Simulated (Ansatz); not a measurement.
Consider the formal exchange of groups at a Te–C bond: `[SiH3][Te]CCl` + `OBO` → `OB(O)[Te][SiH3]` + `CCl`.

Isolated molecules relaxed with PBE0-D4/def2-TZVP in Ansatz; ΔE leaves out vibrations. CBS: MP2 limit from def2 TZ/QZ plus the TZ coupled-cluster correction, frozen cores. This one scheme is used for every species. Functionals use def2-TZVPP. B3LYP here is the variant with VWN-RPA as its local correlation; programs differ in this. Elements past krypton have def2 core potentials. For Te outer-core shells are correlated without core-valence functions, which leaves a few kJ/mol of doubt a bond. Each species was taken in one conformer, which may not be the lowest.

```
             level  ΔE (kJ/mol)
         r2SCAN-D4        -91.3
          B3LYP-D4        -83.1
CCSD(T)/def2-TZVPP        -86.0
    MP2/def2-QZVPP        -85.1
```

Task: What does CCSD(T)/CBS give? (An estimate is asked.)

Result: Computed: -83.2 kJ/mol. The listed levels differ from it by -8.1, 0.1, -2.8, -1.9 kJ/mol.

Largest T1 diagnostic among the species: 0.013.

From PBE to PBE0 (25 % exact exchange), in def2-TZVPP and without D4, ΔE moves by −4.0 kJ/mol.
